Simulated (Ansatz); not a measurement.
MgN$_{2}$H$_{7}$Cl, singlet: at a first-order saddle point.

Input (in.yaml):

```yaml
crystal:
  periodic: [false, false, false]
  atoms:
    - {symbol: Mg, position_ang: [-0.664154, -1.532065, -0.130020]}
    - {symbol: H, position_ang: [-0.201146, -0.524949, -1.635205]}
    - {symbol: Cl, position_ang: [-1.643668, -3.489544, -0.472258]}
    - {symbol: H, position_ang: [0.413651, 0.985789, 0.340814]}
    - {symbol: N, position_ang: [-0.097385, -0.344439, 1.359831]}
    - {symbol: H, position_ang: [0.154373, 0.356695, -1.276979]}
    - {symbol: N, position_ang: [0.585661, 1.422984, -0.619716]}
    - {symbol: H, position_ang: [-0.814281, -0.097203, 2.034946]}
    - {symbol: H, position_ang: [0.675046, -0.673246, 1.931079]}
    - {symbol: H, position_ang: [0.028469, 2.256404, -0.762950]}
    - {symbol: H, position_ang: [1.563433, 1.639473, -0.769544]}
basis:
  gaussian: {orbitals: def2-TZVPP}
hamiltonian: {xc: {name: B3LYP}, dispersion: d4}
```

Command:

```bash
ansatz run in.yaml --threads 4 --pin off --events-out ev --progress --plain --max-ram 9574MiB
```

What Ansatz 0.2.0 printed:

```
Functional definition: B3LYP
  name "B3LYP"
  cite "Stephens, Devlin, Chabalowski & Frisch, J. Phys. Chem. 98, 11623 (1994) doi:10.1021/j100096a001"
  cite "Becke, Phys. Rev. A 38, 3098 (1988) doi:10.1103/PhysRevA.38.3098"
  cite "Lee, Yang & Parr, Phys. Rev. B 37, 785 (1988) doi:10.1103/PhysRevB.37.785"
  cite "Vosko, Wilk & Nusair, Can. J. Phys. 58, 1200 (1980) doi:10.1139/p80-159"
  parameter a0 = 0.2
  parameter ax = 0.72
  parameter ac = 0.81
  exchange = (1 - a0 - ax)*slater_x + ax*b88_x + a0*exact_x
  correlation = (1 - ac)*vwn_rpa_c + ac*lyp_c
1324 factors; their error is unknown
mean field evaluation 1: about -21052.4724 eV, gradient 8.6e1 eV
mean field evaluation 2: about -21020.1098 eV, gradient 1.3e2 eV
mean field evaluation 4: about -21066.0767 eV, gradient 1.2e1 eV
mean field evaluation 8: about -21066.3634 eV, gradient 1.8e-1 eV
mean field evaluation 16: about -21066.4032 eV, gradient 6.0e-5 eV
mean field -21066.40320157 eV, -774.1760383368 hartree, gradient 6.0e-5 eV, S^2 0.000000; 0 other end points of the search recorded, 0 dependent functions left out
reference -21066.40348557 eV, -774.1760487736 hartree; 25, 25 occupied and 209, 209 virtual orbitals, 1324 factors
Total energy: -21066.67295680 eV, -774.1859516587 hartree
```

The lines “mean field evaluation” count trial sets of orbitals through the whole run, from several starts and some on an approximate energy, so they need not fall steadily or lie above the final value.

Hardware: 4 CPU threads of an Intel Xeon Platinum 8488C, shared host. Wall time about 2.5 s.
